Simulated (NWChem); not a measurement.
Species: MgClF; SMILES [F][Mg][Cl]

```xyz
3

Mg    -0.0026     0.5478     0.0000
F     -0.0161     2.2993     0.0000
Cl     0.0141    -1.6433     0.0000
```
Atoms are numbered in this order, from 1.

All runs: NWChem. The geometry was optimised at PBE0/def2-SVP. GIAO values for the isolated, static molecule; σ is the absolute isotropic shielding, δ = σ(reference) − σ with the isolated reference molecule computed at the same levels (19F: trichlorofluoromethane).

For level PBE/pcSseg-1:

```yaml
"σ Mg1 (ppm)": 511.0
"δ F2 (ppm)": -254.2
```

Q: How do the values read with level PBE0/pcSseg-1 instead?

A: σ Mg1 (ppm): 524.2
δ F2 (ppm): -245.3
